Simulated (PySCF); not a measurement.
Working out the ionisation energy of Co

Co [Ar] 3d7 4s2 (4F) → Co⁺ [Ar] 3d8 (3F). Computed with PySCF 2.14 in x2c-TZVPPall (6s5p4d2f1g, 64 functions), with scalar relativity by spin-free X2C-1e. Frozen: [Ne]. Energies in hartree (1 hartree = 27.21139 eV):

| part | Co (lower) | Co⁺ (upper) |
| --- | --- | --- |
| UHF | -1391.871646 | -1391.566955 |
| MP2 opposite-spin | -0.390333 | -0.420355 |
| MP2 same-spin | -0.188356 | -0.205710 |

Question: What does Hartree-Fock give?

Answer: (-1391.566955) − (-1391.871646) = 0.304691 hartree = 8.291 eV.

Question: What do MP2 and SCS-MP2 (6/5 opposite-spin, 1/3 same-spin) give?

Answer: The opposite-spin parts differ by -0.817 eV and the same-spin parts by -0.472 eV. MP2: 8.291 + (-0.817) + (-0.472) = 7.002 eV. SCS-MP2: 8.291 + 1.2 × (-0.817) + (-0.472)/3 = 7.153 eV.

Measured between the centres of the two terms (NIST): 7.869 eV, so MP2 (valence and next inner shell) is off by -0.867 eV.

What remains against the reference includes basis incompleteness, the frozen core and correlation beyond second order.
